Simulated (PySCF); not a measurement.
Dipole response of Se²⁺ (selenium, charge +2)

[Ar] 3d10 4s2 4p2, high-spin 3P determinant. Computed with PySCF 2.14 in def2-TZVPPD, with the non-relativistic Hamiltonian (point nucleus). Coupled (time-dependent) response in atomic units; α is the mean over directions.

```csv
method,mean α (bohr³),"α xx, yy, zz",C₆ (like pair),S(−4)
wB97M-V,9.567,"9.586, 9.558, 9.558",43.68,26.00
```

S(−4) is the Cauchy moment in α(ω) = α(0) + S(−4) ω² + …

Spin-orbit coupling is absent.

α(iu) at wB97M-V:

```csv
u (hartree),α(iu) (bohr³)
0,9.567
0.0500,9.503
0.100,9.315
0.200,8.639
0.300,7.723
0.500,5.814
0.750,3.984
1.00,2.809
1.50,1.578
2.00,1.011
3.00,0.5259
5.00,0.2231
```

For an ion, C₆ is the dispersion term alone; charge-induced terms of lower order in 1/R come first.

The components differ because the open shell of this determinant is not spherical; for a pure term their mean is the scalar polarisability.
